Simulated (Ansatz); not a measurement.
C₄H₉BF₂ (`CC(C)CB(F)F`). Total charge 0; spin multiplicity 1.

```
atom   x (Å)   y (Å)   z (Å)
  C1  -1.244  -0.033   0.875
  C2  -0.281  -0.355  -0.259
  C3  -0.893   0.001  -1.606
  C4   1.056   0.360  -0.060
  B5   1.899  -0.077   1.176
  F6   2.880   0.675   1.648
  F7   1.714  -1.232   1.796
  H8  -2.196  -0.554   0.744
  H9  -1.455   1.041   0.908
 H10  -0.838  -0.327   1.846
 H11  -0.092  -1.435  -0.245
 H12  -1.094   1.076  -1.667
 H13  -1.840  -0.522  -1.761
 H14  -0.225  -0.260  -2.430
 H15   0.909   1.446  -0.027
 H16   1.701   0.197  -0.936
```

Question: What are the harmonic wavenumbers in cm⁻¹ at PBE0-D4/def2-TZVP (Ansatz, finite differences of forces, unscaled)? (An estimate is asked.)

Answer: Ansatz gave: 36, 88, 136, 234, 260, 312, 314, 407, 432, 478, 551, 791, 828, 858, 928, 972, 981, 1070, 1129, 1195, 1225, 1234, 1349, 1361, 1383, 1395, 1411, 1421, 1429, 1478, 1485, 1497, 1501, 3014, 3033, 3036, 3041, 3065, 3106, 3113, 3118, 3122.

Question: Is this a minimum?

Answer: Yes, all 42 modes are real.

Question: Give the ideal-gas thermochemistry at 298.15 K and 1 bar (rigid rotor, harmonic oscillator; point group C1, symmetry number 1).

Answer: Zero-point energy 345.8 kJ/mol; H(298) − E = 370.5 kJ/mol; entropy 378.9 J/(mol·K), of which translation 167.0, rotation 117.5, vibration 94.5; G(298) − E = 257.5 kJ/mol. Modes under 100 cm⁻¹ are hindered rotations or soft bends, so the harmonic entropy is rough.

Question: And at 400, 500, 600, 800 and 1000 K?

Answer: 
```tsv
T (K)	H − E (kJ/mol)	S (J/mol/K)	G − E (kJ/mol)
400	385.5	422.0	216.7
500	403.3	461.6	172.5
600	423.8	498.9	124.4
800	471.2	566.8	17.7
1000	525.1	626.9	-101.8
```
